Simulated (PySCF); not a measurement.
## Vibration and rotation of SrO

RHF-CCSD(T) constants of SrO, ¹Σ⁺ (singlet), closed shell (Sr x2c-TZVPPall, O x2c-TZVPPall; spin-free X2C with a Gaussian nucleus (PySCF 2.14); masses 87.9056 and 15.9949 u):

| Property | Result |
| --- | --- |
| ωe | 644.1 cm⁻¹ |
| ωexe | 6.14 cm⁻¹ |
| Be | 0.33439 cm⁻¹ |
| αe | 0.00264 cm⁻¹ |
| D (centrifugal) | 3.61e-07 cm⁻¹ |
| De to Sr + O | 3.88 eV |

(1) Give the vibrational terms G(v) and spacings up to v = 6.

A state of this spin cannot dissociate to the ground-state fragments, so its own limit lies higher than the one that De refers to.

Correlated steps freeze 10 core orbitals. Where the molecule has an RHF reference, its open-shell atoms are computed with UHF. The CCSD T1 diagnostic is raised, a sign that a single reference may not be enough here.

Answers

(1) G(v) = ωe(v+½) − ωexe(v+½)².

```tsv
v	G(v) (cm⁻¹)	G(v) − G(v−1)	Bv (cm⁻¹)
0	320.5		0.3331
1	952.3	631.8	0.3304
2	1571.9	619.5	0.3278
3	2179.1	607.3	0.3251
4	2774.1	595.0	0.3225
5	3356.8	582.7	0.3199
6	3927.2	570.4	0.3172
```
